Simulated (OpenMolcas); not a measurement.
## Ar³⁺: Slater's ratio, worked from levels

- Program: OpenMolcas
- Basis: ANO-RCC-VQZP [6s5p3d2f1g]
- Scalar Hamiltonian: DKH2, point nucleus
- Active space: 5 electrons in 9 orbitals (RAS2 3s 3p; RAS3 3d, at most 2 electrons)
- State averaging: 2S+1 = 4 odd, 1 root; 2S+1 = 2 odd, 11 roots; 2S+1 = 4 even, 3 roots; 2S+1 = 2 even, 9 roots
- Spin-orbit coupling: RASSI with atomic mean-field integrals over the reference wave functions, term energies averaged over their components

Methods: RASSCF; MS-RASPT2, IPEA 0.25 Eh, imaginary shift 0.1 Eh (closed shells correlated: 2s 2p). Measured levels: Saloman, J. Phys. Chem. Ref. Data 39, 033101 (2010).

**Slater's ratio.** With one set of orbitals, p3 has 2D* - 4S* = 9 F2 and 2P* - 2D* = 6 F2 (F2 = F²/25), a ratio of 2/3. Term energies are centres of gravity, weighted by 2J + 1.

| Source | 2D* - 4S* | 2P* - 4S* | F2 from the first | Ratio |
| --- | --- | --- | --- | --- |
| RASSCF | 25239 | 39426 | 2804 | 0.562 |
| MS-RASPT2 | 21504 | 35519 | 2389 | 0.652 |
| measured | 21168 | 34973 | 2352 | 0.652 |

Energies in cm-1. A ratio away from 2/3 shows effects beyond one configuration with one set of orbitals, and in heavier atoms second-order spin-orbit shifts.

The run also gave levels led by 3s2 3p2 3d, which use shells meant for correlation; these and all levels above them are left out. Computed and measured levels are paired by configuration, term and J; levels that our copy of the source lacks, or whose pairing is in doubt (as where it misses far off the trend of its configuration), stay unpaired and out of the deviations. Levels of configurations outside the active space are missing.

* marks odd parity.
